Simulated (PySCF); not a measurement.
Delta-SCF ions had no search for a lower state. Excitations are Tamm–Dancoff values on a coarser integration grid. The basis has no diffuse functions, so Rydberg states are missing or too high.

H4Cl2N2Si, SMILES `[Si](Cl)(N)(N)Cl` (charge 0, multiplicity 1)

These are TPSSh-D3(BJ)/def2-TZVP (PySCF 2.14.0) values and carry that method's errors.

The HOMO is -7.20 eV and the dipole moment comes out as 2.42 D. The HOMO–LUMO gap comes out as 7.52 eV. The LUMO is 0.32 eV and the S1 excitation (TDA) is 7.06 eV. The S1 oscillator strength is 0.025. The T1 excitation (TDA) is 6.70 eV and the S1–T1 gap (TDA) is 0.36 eV. The vertical ionisation energy (Delta-SCF) is 9.65 eV. The total energy is -1322.1326 Ha and the cost comes out as around 10 core-minutes (rough).

```xyz
9

N      1.3901    -0.4359     0.1060
Si    -0.0358     0.4572    -0.0920
N     -1.3568    -0.5875     0.0903
Cl     0.1330     2.0047     1.2614
Cl    -0.3381     1.3524    -1.9256
H      2.2506     0.0215     0.3673
H      1.5501    -1.2646    -0.4487
H     -2.2546    -0.3537    -0.3064
H     -1.4411    -1.1591     0.9186
```
Charge 0, spin multiplicity 1.
